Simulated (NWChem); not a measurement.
System: hydrogen telluride (H₂Te); SMILES [TeH2]

NWChem printed, in part:

```
             Northwest Computational Chemistry Package (NWChem) 7.3.0
             --------------------------------------------------------

 C2V symmetry detected

                             Geometry "geometry" -> ""
                             -------------------------

 Output coordinates in angstroms (scale by  1.889725989 to convert to a.u.)

  No.       Tag          Charge          X              Y              Z
 ---- ---------------- ---------- -------------- -------------- --------------
    1 Te                  52.0000     0.00000000     0.00000000     0.04323256
    2 H                    1.0000     1.17431100     0.00000000    -1.12404644
    3 H                    1.0000    -1.17431100     0.00000000    -1.12404644

 Effective nuclear repulsion energy (a.u.)      33.4634520555

      Symmetry information
      --------------------

 Group name             C2v
 Group number             16
 Group order               4
 No. of unique centers     2

                                 NWChem DFT Module
                                 -----------------

 Summary of "ao basis" -> "ao basis" (spherical)
 ------------------------------------------------------------------------------
       Tag                 Description            Shells   Functions and Types
 ---------------- ------------------------------  ------  ---------------------
 Te                         def2-svp                10       26   4s4p2d
 H                          def2-svp                 3        5   2s1p

      Symmetry analysis of basis
      --------------------------

        a1         16
        a2          3
        b1         10
        b2          7

            General Information
            -------------------
          SCF calculation type: DFT
          Wavefunction type:  closed shell.
          No. of atoms     :     3
          No. of electrons :    26
           Alpha electrons :    13
            Beta electrons :    13
          Charge           :     0
          Spin multiplicity:     1
          Use of symmetry is: on ; symmetry adaption is: on
          Maximum number of iterations: 150
          AO basis - number of functions:    36
                     number of shells:    16
          Convergence on energy requested:  1.00D-06
          Convergence on density requested:  1.00D-05
          Convergence on gradient requested:  5.00D-04

              XC Information
              --------------
                         PBE0 Method XC Functional
                     Hartree-Fock (Exact) Exchange  0.250
          PerdewBurkeErnzerhof Exchange Functional  0.750
            Perdew 1991 LDA Correlation Functional  1.000 local
           PerdewBurkeErnz. Correlation Functional  1.000 non-local

             Grid Information
             ----------------
          Grid used for XC integration:  medium
          Radial quadrature: Mura-Knowles
          Angular quadrature: Lebedev.
          Tag              B.-S. Rad. Rad. Pts. Rad. Cut. Ang. Pts.
          ---              ---------- --------- --------- ---------
          Te                  1.40      123           7.0       590
          H                   0.35       45           8.0       434
          Grid pruning is: on
          Number of quadrature shells:   168
          Spatial weights used:  Erf1

      Superposition of Atomic Density Guess
      -------------------------------------

 Sum of atomic energies:        -312.22227642

      Non-variational initial energy
      ------------------------------

 Total energy =    -268.021389
 1-e energy   =    -498.510378
 2-e energy   =     214.922995
 HOMO         =      -0.255927
 LUMO         =       0.032180

      Symmetry analysis of molecular orbitals - initial
      -------------------------------------------------

  Numbering of irreducible representations:

     1 a1          2 a2          3 b1          4 b2

  Orbital symmetries:

     1 a1          2 b1          3 a1          4 b2          5 b1
     6 a1          7 a1          8 a2          9 b2         10 a1
    11 b1         12 a1         13 b2         14 b1         15 a1
    16 a1         17 b1         18 a1         19 a1         20 b2
    21 a2         22 b2         23 b1

     ---------------------------------------------
      Total Density - Mulliken Population Analysis
     ---------------------------------------------

    Atom       Charge   Shell Charges
 -----------   ------   -------------------------------------------------------
    1 Te  24    24.25   1.77  0.27  1.19  0.64  2.88  3.16  2.15  2.16  9.84  0.19
    2 H    1     0.88   0.57  0.29  0.02
    3 H    1     0.88   0.57  0.29  0.02

   convergence    iter        energy       DeltaE   RMS-Dens  Diis-err
 ---------------- ----- ----------------- --------- --------- ---------
 d= 0,ls=0.0,diis     1   -269.1907407929 -2.85D+02  1.35D-02  7.10D-02
 d= 0,ls=0.0,diis     2   -269.2014812210 -1.07D-02  4.76D-03  1.99D-02
 d= 0,ls=0.0,diis     3   -269.2054520824 -3.97D-03  1.48D-03  1.52D-03
 d= 0,ls=0.0,diis     4   -269.2057719613 -3.20D-04  2.95D-04  6.81D-05
 d= 0,ls=0.0,diis     5   -269.2057799685 -8.01D-06  3.00D-05  1.06D-06
 d= 0,ls=0.0,diis     6   -269.2057801476 -1.79D-07  2.23D-06  3.11D-09

         Total DFT energy =     -269.205780147573
      One electron energy =     -499.359924131128
           Coulomb energy =      236.075004080607
    Exchange-Corr. energy =      -21.486853161021
 Nuclear repulsion energy =       15.565993063969

 Numeric. integr. density =       26.000026412952

                  Occupations of the irreducible representations
                  ----------------------------------------------

                     irrep           alpha         beta
                     --------     --------     --------
                     a1                6.0          6.0
                     a2                1.0          1.0
                     b1                3.0          3.0
                     b2                3.0          3.0

                       DFT Final Molecular Orbital Analysis
                       ------------------------------------

 Vector   11  Occ=2.000000D+00  E=-3.998602D-01  Symmetry=b1
              MO Center= -1.9D-15, -2.6D-16, -6.4D-01, r^2= 2.2D+00
   Bfn.  Coefficient  Atom+Function         Bfn.  Coefficient  Atom+Function
  ----- ------------  ---------------      ----- ------------  ---------------
    11      0.427268  1 Te px                27      0.308043  2 H  s
    32     -0.308043  3 H  s                 14      0.213603  1 Te px
     8     -0.172378  1 Te px                28      0.156183  2 H  s
    33     -0.156183  3 H  s                  5     -0.136082  1 Te px
    20     -0.094311  1 Te d  1              25      0.067840  1 Te d  1

 Vector   12  Occ=2.000000D+00  E=-3.454241D-01  Symmetry=a1
              MO Center= -5.5D-16, -4.1D-16, -1.3D-02, r^2= 2.4D+00
   Bfn.  Coefficient  Atom+Function         Bfn.  Coefficient  Atom+Function
  ----- ------------  ---------------      ----- ------------  ---------------
    13      0.464656  1 Te pz                 3      0.357561  1 Te s
    16      0.288538  1 Te pz                 4      0.279962  1 Te s
    27     -0.233308  2 H  s                 32     -0.233308  3 H  s
    10     -0.186818  1 Te pz                 2     -0.147499  1 Te s
     7     -0.146980  1 Te pz                 1     -0.142358  1 Te s

 Vector   13  Occ=2.000000D+00  E=-2.369542D-01  Symmetry=b2
              MO Center= -1.2D-15,  4.0D-16,  7.2D-03, r^2= 2.3D+00
   Bfn.  Coefficient  Atom+Function         Bfn.  Coefficient  Atom+Function
  ----- ------------  ---------------      ----- ------------  ---------------
    12      0.585971  1 Te py                15      0.565682  1 Te py
     9     -0.232271  1 Te py                 6     -0.181386  1 Te py
    23     -0.025485  1 Te d -1

 Vector   14  Occ=0.000000D+00  E=-2.007694D-02  Symmetry=b1
              MO Center= -5.5D-15, -4.6D-16, -1.5D-01, r^2= 3.6D+00
   Bfn.  Coefficient  Atom+Function         Bfn.  Coefficient  Atom+Function
  ----- ------------  ---------------      ----- ------------  ---------------
    14      0.972243  1 Te px                28     -0.729436  2 H  s
    33      0.729436  3 H  s                 11      0.383468  1 Te px
    27     -0.240859  2 H  s                 32      0.240859  3 H  s
     8     -0.154925  1 Te px                20      0.136150  1 Te d  1
    25     -0.125629  1 Te d  1               5     -0.119780  1 Te px

 Vector   15  Occ=0.000000D+00  E= 1.707438D-02  Symmetry=a1
              MO Center=  3.0D-14, -4.9D-16, -5.2D-01, r^2= 4.1D+00
   Bfn.  Coefficient  Atom+Function         Bfn.  Coefficient  Atom+Function
  ----- ------------  ---------------      ----- ------------  ---------------
    16      1.065614  1 Te pz                28      1.027024  2 H  s
    33      1.027024  3 H  s                  4     -0.907290  1 Te s
     3     -0.450302  1 Te s                 13      0.329102  1 Te pz
    27      0.194381  2 H  s                 32      0.194381  3 H  s
     2      0.175358  1 Te s                  1      0.155708  1 Te s

[...]

                         DFT ENERGY GRADIENTS

    atom               coordinates                        gradient
                 x          y          z           x          y          z
   1 Te      0.000000   0.000000   0.081698    0.000000   0.000000  -0.003487
   2 H       2.219126   0.000000  -2.124140   -0.001706   0.000000   0.001744
   3 H      -2.219126   0.000000  -2.124140    0.001706   0.000000   0.001744
```

Level: PBE0/def2-SVP with def2 effective core potentials on Te. Structure relaxed at the PBE0-D3(BJ)/def2-TZVP level. def2 effective core potentials on Te; no spin-orbit coupling.

Problem. Write an input that gives this output.

Solution. This is not unique; one that fits is the input that was run:
```
start job
memory heap 200 mb stack 900 mb global 1100 mb
geometry units angstroms noautoz
  Te     0.000000     0.000000     0.033963
  H      0.000000    -1.174311    -1.133316
  H      0.000000     1.174311    -1.133316
end
basis spherical
  Te library def2-svp
  H library def2-svp
end
ecp
  Te library def2-ecp
end
dft
  xc pbe0
  iterations 150
  mulliken
end
task dft gradient
```
